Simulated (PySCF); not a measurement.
PySCF job for (3E)-2-fluoropenta-1,3-diene (C₅H₇F), SMILES C=C(F)/C=C/C, SMD-M06-2X/6-31G*. Geometry: PBE0-D3(BJ)/def2-SVP. Other conformers were not sampled.

```python
import numpy as np
from pyscf import gto, scf, dft
from pyscf.solvent import smd

mol = gto.M(
    atom='''
    C    -0.83400456   -2.22128479    0.00000000
    C    -0.06890921   -1.12477971    0.00000000
    F     1.26390478   -1.25471915    0.00000000
    C    -0.53561560    0.25138634   -0.00000000
    C     0.27899987    1.31721869   -0.00000000
    C    -0.17020108    2.73588925   -0.00000000
    H    -1.91950866   -2.12688282    0.00000000
    H    -0.38334864   -3.21426742    0.00000000
    H    -1.62242989    0.38217703   -0.00000000
    H     1.35931315    1.13405956   -0.00000000
    H     0.21786244    3.27272043   -0.88211980
    H    -1.26651048    2.82136645   -0.00000000
    H     0.21786244    3.27272043    0.88211980
    ''',
    basis='6-31G*',
    charge=0,
    spin=0,
    max_memory=1600,
    verbose=3,
)
mf = dft.RKS(mol, xc='m06-2x').density_fit(auxbasis='def2-universal-jkfit')
mf.grids.level = 4
mf.conv_tol = 1e-9
mf.max_cycle = 100
mf.kernel()
res = {}
for name in ['water', 'acetone', 'N,N-dimethylformamide']:
    s = mf.SMD()
    s.with_solvent.solvent, s.with_solvent.sasa_ng = name, 194
    s.kernel(mf.make_rdm1())
    res[name] = (s.e_tot, s.with_solvent.get_cds(), s.dip_moment(), s.mo_energy, s.converged)
    print(f'SMD {name}: dG(solv) = {(s.e_tot - mf.e_tot) * 627.509474:.3f} kcal/mol, of which CDS {res[name][1] * 627.509474:.3f}')
```

It prints:

```
converged SCF energy = -294.407701567927
converged SCF energy = -294.406283412612
Dipole moment(X, Y, Z, Debye): -1.31323,  1.38140, -0.00000
SMD water: dG(solv) = 0.890 kcal/mol, of which CDS 4.584
converged SCF energy = -294.413528858332
Dipole moment(X, Y, Z, Debye): -1.28973,  1.36802,  0.00000
SMD acetone: dG(solv) = -3.657 kcal/mol, of which CDS -0.185
converged SCF energy = -294.412049163494
Dipole moment(X, Y, Z, Debye): -1.30380,  1.37615,  0.00000
SMD N,N-dimethylformamide: dG(solv) = -2.728 kcal/mol, of which CDS 0.877
```

The calculation finished and met its thresholds.
